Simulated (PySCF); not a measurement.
# Electric field gradients and quadrupole coupling constants

Species: C4HClN2O.
Bonds: N1–C2 (triple), C2–C3, C3–C4 (aromatic), C4–O5 (aromatic), O5–N6 (aromatic), N6–C7 (aromatic), C7–Cl8, C3–C7 (aromatic). Hydrogens: H9 on C4.

Field gradients from the PBE0/pcSseg-1 density (PySCF, non-relativistic), principal values in atomic units, ordered |Vxx| ≤ |Vyy| ≤ |Vzz|:

| atom | Vxx | Vyy | Vzz |
| --- | --- | --- | --- |
| N1 | 0.4126 | 0.5835 | -0.9961 |
| O5 | -0.7821 | -0.9866 | 1.7686 |
| N6 | -0.0355 | -1.1598 | 1.1953 |
| Cl8 | -1.9154 | -2.3344 | 4.2499 |

Question: Find the asymmetry η = (Vxx − Vyy)/Vzz and the couplings χ = eQV/h (234.96 MHz × Q in barn × V in au), with Q(14N) = 0.02044 b, Q(17O) = −0.0256 b, Q(35Cl) = −0.0817 b.

Answer: 
```tsv
atom	environment	nucleus	η	χzz (MHz)	χxx (MHz)	χyy (MHz)
N1	nitrile nitrogen	14N	0.17	-4.784	1.982	2.802
O5	ring oxygen	17O	0.12	-10.64	4.70	5.93
N6	pyridine-type nitrogen	14N	0.94	5.74	-0.17	-5.57
Cl8	aryl chlorine	35Cl	0.10	-81.58	36.77	44.81
```

At N6 η is above 0.9: Vyy and Vzz are nearly equal in size and opposite in sign, so a small change could swap them and flip the sign of χzz. The tensor is traceless: Vxx + Vyy + Vzz = 0.

Question: What is Vzz at N1 in SI units (1 au = 9.71736 × 10²¹ V/m²)?

Answer: -0.9961 au = -9.679 × 10²¹ V/m².

Question: What couplings would deuterons (Q(2H) = 0.00286 b) have in place of the hydrogens, at this geometry?

Answer: 
| atom | bonded to | bond length (Å) | Vzz (au) | η | χzz (kHz) |
| --- | --- | --- | --- | --- | --- |
| H9 | C4 | 1.072 | 0.3315 | 0.08 | 223 |

Geometry: GFN2-xTB; no solvent, vibrations or thermal averaging. GFN2-xTB bond lengths can be off by several hundredths of an ångström, more for odd bonds, and the gradients follow them. With a basis this small, the couplings can be 20 % off.
